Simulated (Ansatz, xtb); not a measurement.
## Two structures of C3H2Na

Structure I: a doublet given by its coordinates. Structure II: `[CH2]C#[C][Na]`, a doublet. Both are isolated molecules in the gas phase, relaxed with r2SCAN-D4/def2-SVP.

I (Å):

```xyz
6

C     1.4001   -0.7460    0.4421
C    -1.1471   -0.4570    0.7152
C     0.1057   -0.8499    0.6473
Na    0.2954    1.4133    0.0221
H     2.1949   -1.4855    0.5287
H    -2.0497   -1.0040    0.9839
```

Close contacts (Å): C1–C3 1.31, C1–Na4 2.46, C2–C3 1.31, C2–Na4 2.46, C3–Na4 2.36, C1–H5 1.09, C2–H6 1.09.

II (Å):

```xyz
6

C    -0.1727   -1.2312   -0.0079
C     1.0717   -1.4138   -0.1382
C    -1.5197   -1.0336    0.1329
Na    3.2625   -1.7346   -0.3656
H    -1.9202   -0.2939    0.8358
H    -2.2476   -1.6077   -0.4520
```

Question: Which of the two would you expect CCSD(T)/def2-SVP electronic energies to favour?

Answer: Structure II; the calculation gives E(II) − E(I) = −0.569 eV.

The same difference at several levels:

| level | geometry | E(II) − E(I) (eV) | departure from the last row (eV) | job, with rough time for the two |
| --- | --- | --- | --- | --- |
| r2SCAN-D4/def2-SVP | r2SCAN-D4/def2-SVP | −0.298 | +0.271 | optimisation, 4.5 min |
| HF/def2-SVP | r2SCAN-D4/def2-SVP | −0.819 | −0.251 | part of the CCSD(T) run |
| MP2/def2-SVP | r2SCAN-D4/def2-SVP | −0.442 | +0.126 | part of the CCSD(T) run |
| CCSD(T)/def2-SVP | r2SCAN-D4/def2-SVP | −0.569 |  | single point, 48 s |

The levels shown agree on the order. The largest departure from CCSD(T)/def2-SVP is that of r2SCAN-D4/def2-SVP, 0.271 eV. Levels run at GFN2-xTB geometries aren't shown. MP2 in a larger basis moves the difference by +0.034 eV, a step that isn't added because spin contamination makes open-shell MP2 unreliable in this search.

With harmonic frequencies from r2SCAN-D4/def2-SVP (ideal gas, rigid rotor, one conformer each, 400 K, 1 atm): on the last row, ΔE + ΔZPE = −0.524, ΔH = −0.522, ΔG = −0.543 eV.

Open shells are spin-unrestricted, with notable spin contamination under HF/def2-SVP, MP2/def2-SVP, CCSD(T)/def2-SVP. The correlated steps freeze 4 core orbitals; the last core shell of Na is correlated, in a basis made for valence electrons. Programs: Ansatz 0.2.0; the last row on 1 thread of AMD EPYC (Zen 3) on a shared host.
